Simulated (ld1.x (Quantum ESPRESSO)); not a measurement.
## tantalum (Ta): one change to a PAW potential, before and after

Ta (Z = 73), PAW, made with ld1.x (Quantum ESPRESSO) 7.5 (PBE, scalar-relativistic). Core [Xe] 4f14, reference 5d3 6s2 6p0. Waves: 6s (bound): rcut 2.25, rcutus 2.80 bohr; 6s channel at 1.1 Ry: rcut 2.25, rcutus 2.80 bohr; 6p (bound, empty): rcut 3.90, rcutus 4.50 bohr; 6p channel at 3.35 Ry: rcut 3.90, rcutus 4.50 bohr; 5d (bound): rcut 2.65, rcutus 3.00 bohr; 5d channel at 4.15 Ry: rcut 2.65, rcutus 3.00 bohr. Local part: all-electron potential smoothed inside 2.80 bohr (lloc = -1). Core correction: Bessel-smoothed model core inside 2.30 bohr. Augmentation charge: BESSEL, radius 2.30 bohr.

Change: wave 6s channel at 1.1 Ry: rcut 2.25, rcutus 2.80 bohr becomes 6s channel at 3.34 Ry: rcut 2.25, rcutus 2.80 bohr.

Cutoffs: the cutoffs (Ry, on a coarse ladder) from which the occupation-weighted sum of valence levels, in a spherical-Bessel basis at the reference potential, stays within 10 and 1 mRy of its value at 400 Ry; they do not see the model core or the augmentation charge, which bear on the density cutoff. Errors are all-electron minus pseudo energies relative to the spin-unpolarised reference configuration.

Q: Predict the effect on cutoff, ghosts and configuration errors.

A: Both files are so soft that the ladder of cutoffs tells neither apart; the errors of the 7 common tests hardly move; the range in which the s phases agree widens (upper end 2.9 → at the end of the scan); neither file shows a bound ghost.

| quantity | base | changed |
| --- | --- | --- |
| cutoff, loose | 10 Ry | 10 Ry |
| cutoff, tight | 12 Ry | 12 Ry |
| bound ghosts | none | none |
| error for 5d3 6s1 6p0, meV [ΔE 8.47 eV] | -5.8 | -5.9 |
| error for 5d3 6s0 6p0, meV [ΔE 23.44 eV] | -26 | -26 |
| error for 5d2 6s0 6p0, meV [ΔE 47.04 eV] | -230 | -230 |
| error for 5d3 6s1.5 6p0, meV [ΔE 3.46 eV] | -1.7 | -1.8 |
| error for 5d3 6s1 6p1, meV [ΔE 4.18 eV] | -3.2 | -3.3 |
| error for 5d4 6s0 6p0, meV [ΔE 9.90 eV] | -41 | -41 |
| error for 5d3 6s0 6p2, meV [ΔE 8.59 eV] | -11 | -11 |
| s: phases at 4.91 bohr within 0.05 rad from the reference energy up to (Ry; the scan ends near 5) | 2.9 | to the end of the scan |
| p: phases at 4.91 bohr within 0.05 rad from the reference energy up to (Ry; the scan ends near 5) | 0.7 | 0.7 |
| d: phases at 4.91 bohr within 0.05 rad from the reference energy up to (Ry; the scan ends near 5) | 2.3 | 2.3 |
| lowest overlap eigenvalue by channel | s 0.45, p 0.21, d 0.79 | s 0.73, p 0.21, d 0.79 |
